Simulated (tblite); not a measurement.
**Question.** What does the GFN2-xTB structure of `COC/C(C#N)=C\CO` look like in three dimensions?

**Answer.** 
```xyz
18
C6H9NO2 angstrom
C      2.3772    0.8280    0.0201
O      1.0824    0.4373   -0.3627
C      0.6697   -0.7794    0.2265
C     -0.7068   -1.1342   -0.2845
C     -0.7946   -2.3666   -0.9731
N     -0.8397   -3.3730   -1.5200
C     -1.7929   -0.3673   -0.1343
C     -1.7810    0.9747    0.5444
O     -1.2949    1.9873   -0.3018
H      2.5846    1.7593   -0.5024
H      2.4386    0.9920    1.1027
H      3.1189    0.0744   -0.2672
H      0.6461   -0.6773    1.3254
H      1.3801   -1.5809   -0.0255
H     -2.7285   -0.6923   -0.5678
H     -2.7974    1.2693    0.8145
H     -1.1738    0.9199    1.4628
H     -0.3968    1.7351   -0.5688
```

Any rigid rotation of these coordinates is as good. Atoms count from 1 in this order. H18 on O9 lies 1.98 Å from O2, 6 bonds away (angle at H 146°; Bondi radii sum to 2.72 Å): the geometry of an intramolecular hydrogen bond. The C–C distances run from 1.338 Å (C4=C7, drawn double) to 1.511 Å (C3–C4, drawn single), a spread of 0.173 Å. O9 (alcohol oxygen) is bent (angle 107.4°). Of the pairs four or more bonds apart, those above aside, O2···O9 is among the closest relative to their van der Waals radii: 2.84 Å, 93 % of the sum of Bondi's values.

Bonds between heavy atoms (Å): C1–O2 1.406, O2–C3 1.413, C3–C4 1.511, C4–C5 1.414, C5≡N6 1.146, C4=C7 1.338, C7–C8 1.504, C8–O9 1.406.

Computed geometry: GFN2-xTB, gas phase.

Point group: C1 (no symmetry element, even within 0.4 Å). Its GFN2-xTB frequencies are all real (lowest 46 cm⁻¹). The numbers are those of one conformer (C1–O2–C3–C4 -178°, O2–C3–C4–C5 120°, C4–C7–C8–O9 79°, C7–C8–O9–H -59°).
